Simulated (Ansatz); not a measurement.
Basis sets compared for BCl2(SMe) (CH3BCl2S). Total charge 0; singlet. Geometry PBE0-D4/def2-SVP. Ansatz on 4 threads of Arm Neoverse V2 on a shared host; times are rough, and most runs start from earlier orbitals.

```xyz
8

B    -0.6052    1.3956    0.1280
Cl    0.1340    1.5933   -1.4523
Cl   -1.4906    2.7288    0.8433
S    -0.5028   -0.1180    1.0626
C     0.4713   -1.2227    0.0037
H    -0.0272   -1.3781   -0.9618
H     0.5415   -2.1787    0.5382
H     1.4790   -0.8203   -0.1618
```

Binding counts from free atoms (B doublet, Cl doublet, S triplet, C triplet, H doublet) in the same basis, without a counterpoise term.

| level | functions | energy (Eh) | HOMO (eV) | LUMO (eV) | binding per atom (eV) | wall time |
| --- | --- | --- | --- | --- | --- | --- |
| PBE-D4/def2-SVP | 97 | -1382.3732 | -6.41 | -1.66 | 3.91 | 0.75 s |
| PBE0-D4/def2-SVP | 97 | -1382.4959 | -7.67 | -0.83 | 3.84 | 1 s |

Q: Estimate the rows for PBE-D4/def2-TZVP, PBE0-D4/def2-TZVP.

A: 
```json
{"level": "PBE-D4/def2-TZVP", "functions": "191", "energy (Eh)": "-1382.8991", "HOMO (eV)": "-6.57", "LUMO (eV)": "-2.02", "binding per atom (eV)": "3.87", "wall time": "1.5 s"}
{"level": "PBE0-D4/def2-TZVP", "functions": "191", "energy (Eh)": "-1383.0155", "HOMO (eV)": "-7.76", "LUMO (eV)": "-1.14", "binding per atom (eV)": "3.81", "wall time": "2.3 s"}
```
